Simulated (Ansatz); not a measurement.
Consider the hydrogenolysis of the Si–Si bond: `N[Si](N)(O)[SiH3]` + H₂ → `N[SiH](N)O` + SiH₄.

Isolated molecules relaxed with PBE0-D4/def2-TZVP in Ansatz; ΔE leaves out vibrations. CCSD(T)/CBS is the MP2 limit (def2-TZVPP, def2-QZVPP) plus CCSD(T) − MP2 in def2-TZVPP, frozen cores. This one scheme is used for every species. DFT in def2-TZVPP. One conformer a species, not always the lowest.

| species | r2SCAN energy (Eh) |
| --- | --- |
| `N[Si](N)(O)[SiH3]` | -768.59890 |
| H₂ | -1.17128 |
| `N[SiH](N)O` | -477.92564 |
| SiH₄ | -291.85420 |

Question: Work out ΔE.

Answer: ΔE = (-477.92564) + (-291.85420) − (-768.59890) − (-1.17128) = -0.00966 Eh = -25.4 kJ/mol. CCSD(T)/CBS gives -29.8 kJ/mol.

Largest T1 diagnostic among the species: 0.012.

In def2-TZVPP, CCSD(T) changes the Hartree–Fock value by +31.0 kJ/mol (the triples alone add +5.8 kJ/mol) and MP2 by +31.0 kJ/mol. From PBE to PBE0 (25 % exact exchange), in def2-TZVPP and without D4, ΔE moves by −7.1 kJ/mol. The D4 term adds +12.9 kJ/mol with B3LYP and +7.4 kJ/mol with PBE0; it sums over pairs of atoms, weighted by their polarisabilities, and B3LYP, whose exchange is more repulsive, gets the larger term.

B3LYP here is the variant with VWN-RPA as its local correlation; programs differ in this.
